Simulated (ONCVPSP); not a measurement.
## u(r) = r·R(r): atom against pseudo-atom (V (Z = 23))

Columns: radius, all-electron u(r) and pseudo u(r) of the 3p shell (level -44.04 eV) of vanadium in the configuration [Ne] 3s2 3p6 3d3 4s2; PBE, scalar-relativistic, ONCV scheme, ONCVPSP 4.0.1.

| r (bohr) | all-electron | pseudo |
| --- | --- | --- |
| 0.105 | -0.4524 | 0.0442 |
| 0.210 | -0.4978 | 0.1671 |
| 0.315 | -0.1399 | 0.3462 |
| 0.420 | 0.2996 | 0.5525 |
| 0.525 | 0.6616 | 0.7508 |
| 0.630 | 0.9034 | 0.9105 |
| 0.735 | 1.0308 | 1.0173 |
| 0.840 | 1.0691 | 1.0639 |
| 0.945 | 1.0454 | 1.0454 |
| 1.050 | 0.9832 | 0.9832 |
| 1.155 | 0.9000 | 0.9000 |
| 1.260 | 0.8078 | 0.8078 |
| 1.365 | 0.7146 | 0.7146 |
| 1.470 | 0.6252 | 0.6253 |
| 1.575 | 0.5424 | 0.5424 |
| 1.680 | 0.4673 | 0.4674 |
| 1.785 | 0.4005 | 0.4006 |
| 1.890 | 0.3418 | 0.3419 |
| 1.995 | 0.2907 | 0.2907 |
| 2.100 | 0.2466 | 0.2466 |
| 2.205 | 0.2086 | 0.2087 |
| 2.310 | 0.1762 | 0.1762 |
| 2.415 | 0.1486 | 0.1486 |
| 2.520 | 0.1252 | 0.1252 |
| 2.625 | 0.1053 | 0.1053 |
| 2.730 | 0.0885 | 0.0885 |

Q: How many radial nodes do the two functions have?

A: The all-electron 3p function has n − l − 1 = 1; the pseudo-wave has 0, since the states of the same l below it are removed with the core.

Q: At about which radius was the pseudo-wave matched?

A: 0.95 bohr, where the columns begin to agree (steps of 0.10 bohr).

Q: Where does each function peak?

A: Outermost all-electron maximum near 0.84 bohr, pseudo maximum near 0.84 bohr (to the table’s step).

Q: Is the pseudo-wave norm-conserving?

A: Yes: the ONCV scheme keeps the norm inside the radius equal to the all-electron one, which fixes the energy derivative of the logarithmic derivative at the level.
